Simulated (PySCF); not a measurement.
SiBi⁺ at UHF

Level: UHF. Si def2-SVP, Bi def2-SVP with ECP60; scalar-relativistic core potentials (PySCF 2.14).

For SiBi⁺, the state is ³Σ⁻ (triplet), unpaired electrons π ↑↑ and the bond length is 2.615 Å. The harmonic wavenumber is 301 cm⁻¹ and the force constant is 1.32 mdyn/Å. The rotational constant Be is 0.09993 cm⁻¹. The anharmonicity ωexe is 2.40 cm⁻¹ and the vibration–rotation constant αe is 0.000652 cm⁻¹. The bond order (Mayer) is 1.56 and the dipole moment (positive dipole points towards Bi; it is taken about the centre of mass and depends on that origin) is -4.72 D.

These are scalar-relativistic numbers at best; spin–orbit coupling would shift them, the dissociation energy most. Hartree–Fock leaves out correlation, which carries a large part of most bond energies and some tenths to 1 eV of ionisation energies. The state is the lowest determinant that a PBE0 search found; another state may lie lower at other levels.
